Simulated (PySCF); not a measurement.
A structure optimised at PBE-D3(BJ)/def2-SVP, used in a PySCF frequency run:

```xyz
10

C      0.9410    -2.3958     0.0000
C      0.2848    -1.3648     0.0000
C     -0.3913    -0.0680     0.0000
F     -1.2068     0.0425    -1.1131
F     -1.2068     0.0425     1.1131
Si     0.8438     1.4374     0.0000
H      1.5035    -3.3199     0.0000
H      1.6919     1.3580    -1.2345
H      0.0149     2.6871     0.0000
H      1.6919     1.3580     1.2345
```
Charge 0, spin multiplicity 1.

Problem. Write its SMILES, formula and point group.

Solution. C#CC(F)(F)[SiH3], C₃H₄F₂Si, Cs

Problem. What are its rotational constants (standard atomic weights)?

Solution. 3.4499, 2.2797, 1.8865 GHz
